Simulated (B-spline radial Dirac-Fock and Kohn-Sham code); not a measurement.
Z = 77 (iridium), transition energy 116 keV. Model: a Dirac-Hartree-Slater potential of the neutral atom with a Latter tail (no hole, which puts coefficients of high multipoles low close above an edge), finite nucleus with surface currents. Program: a radial B-spline solver. Subshells that would emit electrons below 1 keV are left out.

Q: A pure transition shows α(K) = 1.29, L1/L2 = 0.0338 and L1/L3 = 0.0481. What is its multipolarity?
A. M2
B. M4
C. M3
D. E3
E. E1
F. E4
G. M1
H. E2

A: D. For comparison, α(K), L1/L2, L1/L3 are E1 0.222, 3.20, 3.10; E2 0.594, 0.0911, 0.112; E4 2.83, 0.0343, 0.0522; M1 3.33, 10.0, 98.9; M2 21.5, 8.06, 4.88; M3 70.8, 5.87, 0.912; M4 200, 4.55, 0.381.

Values without a named source are computed, but for edge energies of neutral atoms, which are taken from tables.
